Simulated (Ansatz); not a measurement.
Two isomers of C3H9NSi: A = `C=CN[SiH2]C`, B = `C=CN(C)[SiH3]`.

Gas-phase electronic energies from Ansatz, PBE0-D4/def2-TZVP geometries. CCSD(T)/CBS adds triple-zeta CCSD(T) − MP2 to the extrapolated MP2 energy (def2 sets, frozen cores). DFT in def2-TZVPP. B3LYP here is the variant with VWN-RPA as its local correlation; programs differ in this. Each species was taken in one conformer, which may not be the lowest.

Problem. Which is lower in electronic energy at CCSD(T)/CBS, and by how much? (An estimate is asked.)

Solution. Ansatz gave: A, by 16.5 kcal/mol.

Problem. Give E(B) − E(A) in kcal/mol with B3LYP-D4, CCSD/def2-TZVPP, ωB97M-V, PBE-D4, HF/def2-TZVPP, MP2/def2-TZVPP, PBE0-D4. (Best estimate.)

Solution. The calculation gave: B3LYP-D4 16.1, CCSD/def2-TZVPP 16.3, ωB97M-V 17.0, PBE-D4 16.4, HF/def2-TZVPP 17.1, MP2/def2-TZVPP 16.0, PBE0-D4 16.7. None reverses the order clearly.

Largest T1 diagnostic: 0.012.

The D4 term adds −1.2 kcal/mol with B3LYP and −0.6 kcal/mol with PBE0; it sums over pairs of atoms, weighted by their polarisabilities, and B3LYP, whose exchange is more repulsive, gets the larger term. In def2-TZVPP, CCSD(T) changes the Hartree–Fock value by −1.2 kcal/mol (the triples alone add −0.4 kcal/mol) and MP2 by −1.1 kcal/mol.
